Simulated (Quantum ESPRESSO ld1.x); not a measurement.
The numbers below are computed, except where a source is named.
The mean radii <r> (bohr) of the occupied orbitals of an atom or ion are listed with their occupations. Code: ld1.x of Quantum ESPRESSO 7.5. Model: non-relativistic Kohn-Sham, LDA (Slater exchange, Perdew-Wang correlation), spin-polarised, spherical densities, point nucleus.

| orbital | occ. | <r> |
|---|---|---|
| 1s up | 1 | 0.1210 |
| 1s down | 1 | 0.1210 |
| 2s up | 1 | 0.6308 |
| 2s down | 1 | 0.6297 |
| 2p up | 3 | 0.6048 |
| 2p down | 3 | 0.6025 |
| 3s up | 1 | 2.327 |
| 3p up | 1 | 2.777 |

Name the element and its charge. Open shells, if any, are filled with parallel spins first.

Answer. Z = 13, aluminium, charge +1: Al+ in [Ne] 3s1 3p1. The 1s radius gives Z: for a bare nucleus <r> = 1.5/Z, 0.1154 bohr for Z = 13, and screening makes it slightly larger (0.1210 here). The occupations add up to 12, and the charge is Z minus that.
